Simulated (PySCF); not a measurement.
## Computed properties of C3H5Cl2F, SMILES C[C@@H](F)C(Cl)Cl

C3H5Cl2F, SMILES C[C@@H](F)C(Cl)Cl. The structure is a stationary point at PBE0-D3(BJ)/def2-SVP. The structure was generated by enumeration; whether it is a known compound was not checked. Other conformers were not sampled. All values are computed for the isolated molecule unless a solvent is named; none is compared with measurement here.

**Structure.** All 27 harmonic modes at PBE0-D3(BJ)/def2-SVP (PySCF) are real, so it is a minimum. With heavy atoms numbered as in [CH3:1][C@@H:2]([F:3])[CH:4]([Cl:5])[Cl:6], the shortest bond between them is C2–F3 at 1.368 Å and the longest C4–Cl6 at 1.777 Å.

**Vibrations.** The strongest infrared lines (harmonic, unscaled, degenerate partners summed) lie at 796 cm⁻¹ (98 km/mol, C 71 %, H 16 %, Cl 13 %), 1202 cm⁻¹ (55 km/mol, C 49 %, H 37 %, F 14 %), 1405 cm⁻¹ (25 km/mol, H 64 %, C 35 %). The softest mode is at 80 cm⁻¹ and the zero-point energy is 49.3 kcal/mol.

**Electronic structure.** CAM-B3LYP/def2-TZVP (PySCF) places the frontier levels at -10.14 and 1.11 eV, a gap of 11.25 eV, and gives a dipole moment of 3.04 D and a mean polarisability of 60.5 bohr³. PBE/def2-TZVP (PySCF) at the same geometry gives -7.28 and -1.19 eV, so its gap is 5.16 eV narrower. An orbital gap is neither the optical nor the fundamental gap.

**Excitations.** TDDFT-PBE0/def2-SVPD (PySCF) has S1 at 6.91 eV (179 nm, f = 0.002, dark); the most intense of the 10 singlets computed lies at 7.07 eV (f = 0.03). T1 (TDA) is at 6.27 eV. TDDFT-PBE/def2-SVPD (PySCF) puts S1 at 6.25 eV. No vertical singlet excitation falls in the visible range (under 3.1 eV).

**NMR.** GIAO shifts at PBE0/pcSseg-1 (PySCF) (non-relativistic, atoms alike by connectivity averaged): ¹³C from 21.6 to 94.3 ppm against TMS; ¹H from 1.6 to 5.6 ppm against TMS; ¹⁹F at -219.7 ppm against CFCl3. Without spin–orbit terms, shifts of atoms bonded to Cl or Br come out too high.

**Solvation.** SMD-M06-2X/def2-SVP (PySCF) gives -3.0 kcal/mol in water, -6.6 kcal/mol in chloroform, -6.3 kcal/mol in diethylether (1 M in both phases, gas-phase geometry).
